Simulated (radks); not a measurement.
Coherent X-ray form factor from a spherical all-electron density. Calculated with a radial shooting solver on a logarithmic mesh with Libxc functionals: Dirac Kohn-Sham, LDA (Slater exchange, Perdew-Wang correlation), spin-unpolarised, spherical densities, finite nucleus; Fermi nuclear charge, rms radius of each element as measured or else 0.836 A^(1/3) + 0.57 fm.

sin(theta)/lambda (1/angstrom),f0 (electrons)
0.05,23.799
0.1,23.213
0.15,22.296
0.2,21.122
0.25,19.777
0.3,18.346
0.4,15.503
0.5,12.994
0.6,10.981
0.8,8.355
1,6.965
1.25,5.943
1.5,5.128
2,3.649

The species is in the configuration that NIST lists as its ground one. Which atom or ion scatters so?

Answer. The nickel ion Ni4+, [Ar] 3d6. Extrapolating in s^2 from the first two rows gives f0(0) = 24.0, near the electron count 24; among species with that count, the fall with angle is slower the higher Z, and the table is that of Z = 28; from so few rows the species is fixed only to a neighbour or two.
